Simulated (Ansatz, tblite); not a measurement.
Removing and adding an electron: OsO3S (OsSO₃). Charge 0, multiplicity 1. Geometry: r2SCAN-D4/def2-SVP. Ansatz, gas phase; energy differences of separate SCF runs; the oxidised species was run as a doublet alone; the reduced species was run as a doublet alone.

```xyz
5

Os    0.088   -0.008   -0.002
O     0.751    1.303   -0.880
O     0.679    0.009    1.605
O     0.503   -1.486   -0.759
S    -2.022    0.181    0.035
```

In the def2 sets Os takes a core potential; there is no spin–orbit coupling. The xTB rows come from tblite. HOMO above LUMO, or a gap near zero within one spin, warns that the state may not be the lowest or that an electron is smeared out.

```tsv
level	−HOMO (eV)	vertical IE (eV)	−LUMO (eV)	vertical EA (eV)	HOMO–LUMO gap (eV)	IE − EA (eV)	remarks
GFN2-xTB	12.97	16.01	11.36	8.31	1.61	7.70	–
PBE-D4/def2-TZVP	7.71	10.82	4.96	–	2.75	–	–
r2SCAN-D4/def2-TZVP	8.04	10.92	5.09	–	2.95	–	restricted SCF unstable in HF (singlet)
PBE0-D4/def2-TZVP	8.95	10.97	4.50	–	4.45	–	restricted SCF unstable in HF (singlet)
```

**Question.** Estimate the rows for GFN1-xTB, PBE-D4/def2-TZVPD, r2SCAN-D4/def2-TZVPD, PBE0-D4/def2-TZVPD.

**Answer.** 
```json
{"level": "GFN1-xTB", "−HOMO (eV)": "13.89", "vertical IE (eV)": "17.53", "−LUMO (eV)": "11.31", "vertical EA (eV)": "7.84", "HOMO–LUMO gap (eV)": "2.58", "IE − EA (eV)": "9.69", "remarks": "–"}
{"level": "PBE-D4/def2-TZVPD", "−HOMO (eV)": "7.73", "vertical IE (eV)": "–", "−LUMO (eV)": "4.99", "vertical EA (eV)": "2.00", "HOMO–LUMO gap (eV)": "2.74", "IE − EA (eV)": "–", "remarks": "HOMO above zero (-1 doublet), gap within one spin near zero (-1 doublet), restricted SCF unstable in HF (singlet)"}
{"level": "r2SCAN-D4/def2-TZVPD", "−HOMO (eV)": "8.03", "vertical IE (eV)": "–", "−LUMO (eV)": "5.09", "vertical EA (eV)": "2.20", "HOMO–LUMO gap (eV)": "2.95", "IE − EA (eV)": "–", "remarks": "HOMO above zero (-1 doublet), restricted SCF unstable in HF (singlet)"}
{"level": "PBE0-D4/def2-TZVPD", "−HOMO (eV)": "8.95", "vertical IE (eV)": "–", "−LUMO (eV)": "4.51", "vertical EA (eV)": "2.56", "HOMO–LUMO gap (eV)": "4.44", "IE − EA (eV)": "–", "remarks": "restricted SCF unstable in HF (singlet)"}
```

Relaxing the oxidised species (r2SCAN-D4/def2-SVP) changes its energy by -0.12 eV at PBE-D4/def2-TZVP, so the adiabatic ionisation energy to this nearest minimum is 10.71 eV. At PBE0-D4/def2-TZVP it is 10.78 eV.     A HOMO above zero means that the electron is unbound at that level or that self-interaction error raises the level; the energy of removing that electron tells which. Raw xTB energy differences between charge states are shifted by several eV; the methods need an empirical correction for them.
